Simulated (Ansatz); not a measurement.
`C[O][Ga]([F])[SH]`. Charge 0, multiplicity 1.

| atom | x (Å) | y (Å) | z (Å) |
| --- | --- | --- | --- |
| C1 | 0.552 | 1.519 | -0.076 |
| O2 | -0.184 | 0.398 | -0.519 |
| Ga3 | -0.215 | -1.132 | 0.359 |
| F4 | 0.718 | -1.210 | 1.838 |
| S5 | -1.334 | -2.867 | -0.307 |
| H6 | 1.076 | 1.344 | 0.870 |
| H7 | 1.294 | 1.790 | -0.833 |
| H8 | -0.126 | 2.367 | 0.060 |
| H9 | -1.781 | -2.209 | -1.392 |

(1) List the harmonic frequencies (cm⁻¹, unscaled) at PBE0-D4/def2-TZVP in Ansatz. (Estimate.)

(2) Is this a minimum?

(3) Give the ideal-gas thermochemistry at 298.15 K and 1 bar (rigid rotor, harmonic oscillator; point group Cs, symmetry number 1).

(4) And at 400, 500, 600, 800 and 1000 K?

Results:

(1) Ansatz gave: 64, 85, 91, 147, 181, 257, 270, 424, 636, 687, 727, 1118, 1177, 1206, 1480, 1494, 1501, 2706, 3019, 3092, 3093.

(2) Yes, all 21 modes are real.

(3) Zero-point energy 140.3 kJ/mol; H(298) − E = 163.9 kJ/mol; entropy 380.1 J/(mol·K), of which translation 171.6, rotation 116.0, vibration 92.4; G(298) − E = 50.6 kJ/mol. Modes under 100 cm⁻¹ are hindered rotations or soft bends, so the harmonic entropy is rough.

(4) 
```json
{"T (K)": "400", "H − E (kJ/mol)": "175.7", "S (J/mol/K)": "414.0", "G − E (kJ/mol)": "10.1"}
{"T (K)": "500", "H − E (kJ/mol)": "188.5", "S (J/mol/K)": "442.5", "G − E (kJ/mol)": "-32.7"}
{"T (K)": "600", "H − E (kJ/mol)": "202.3", "S (J/mol/K)": "467.6", "G − E (kJ/mol)": "-78.3"}
{"T (K)": "800", "H − E (kJ/mol)": "232.4", "S (J/mol/K)": "510.8", "G − E (kJ/mol)": "-176.3"}
{"T (K)": "1000", "H − E (kJ/mol)": "264.9", "S (J/mol/K)": "547.1", "G − E (kJ/mol)": "-282.1"}
```
